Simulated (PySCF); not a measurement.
Species: C2H8ClGaS.
Cartesian coordinates in Å at the PBE0-D3(BJ)/def2-SVP level; atoms count from 1:
```
atom  x, y, z in Å
C1    -0.9597   -1.2160   -0.6730
S2    -0.5690   -0.2892    0.8253
C3    -0.9064    1.3975    0.2785
Ga4    1.9288   -0.2998    0.6975
Cl5    2.0149    0.4660   -1.3873
H6    -2.0278   -1.1040   -0.9039
H7    -0.3276   -0.8602   -1.4999
H8    -0.7370   -2.2701   -0.4626
H9    -1.9718    1.4951    0.0302
H10   -0.6620    2.0600    1.1194
H11   -0.2675    1.6381   -0.5838
H12    2.2092   -1.8383    0.7837
H13    2.2775    0.8006    1.7553
```

Linear response at CAM-B3LYP/def2-SVPD (PySCF, frozen core in the response, non-relativistic). Isolated species at its PBE0-D3(BJ)/def2-SVP geometry (one conformer only). The CAM-B3LYP/def2-SVPD calculation is non-relativistic and has no spin–orbit coupling, an omission that weighs most on gallium.

Static isotropic polarisability: 91.67 au (13.58 Å³), principal values 87.9, 90.3, 96.8 au.

(1) What is the polarisability at 1064 nm and at the sodium D line?

(2) What is the isotropic C6 coefficient between two such molecules, C6 = (3/π)∫α(iω)² dω?

(3) Which effective excitation energy ω̄ makes London's formula C6 = (3/4)α²ω̄ exact here?

(4) How anisotropic is the static polarisability, by Δα² = ½[(α1 − α2)² + (α2 − α3)² + (α3 − α1)²]?

(5) How many electrons N does the Slater–Kirkwood formula C6 = (3/4)·√N·α^(3/2) need to give this C6?

(6) What three-body coefficient follows from the one-pole estimate C9 = (3/4)·α·C6?

Answers

(1) 92.57 au at 1064 nm (+1.0 %), 94.72 au at 589.3 nm (+3.3 %). The rise at 589.3 nm is 3.37 times that at 1064 nm; a pure ω² law gives 3.26. The lowest singlet lies at 190 nm, shorter than both wavelengths.

(2) 3083 au (Eh·bohr⁶) by a ten-point quadrature over imaginary frequencies, which is 1840 eV·Å⁶ or 178 J·nm⁶/mol.

(3) ω̄ = 4·C6/(3α²) = 0.489 Eh = 13.3 eV. A one-pole form α(ω) = α/(1 − ω²/ω̄²) fitted to the 1064 nm value gives 11.8 eV.

(4) Δα = 7.9 au, or 0.09 of the isotropic value.

(5) N = (4·C6/3)²/α³ = 21.9; the species has 84 electrons in all.

(6) 212000 au. This is an estimate from the two numbers above, not a computed integral.

Time: 39 s wall; peak memory 0.94 GiB. Hardware: one thread, Arm Neoverse V1 (aarch64), on a shared host. This is the whole response run at CAM-B3LYP/def2-SVPD, SCF included.
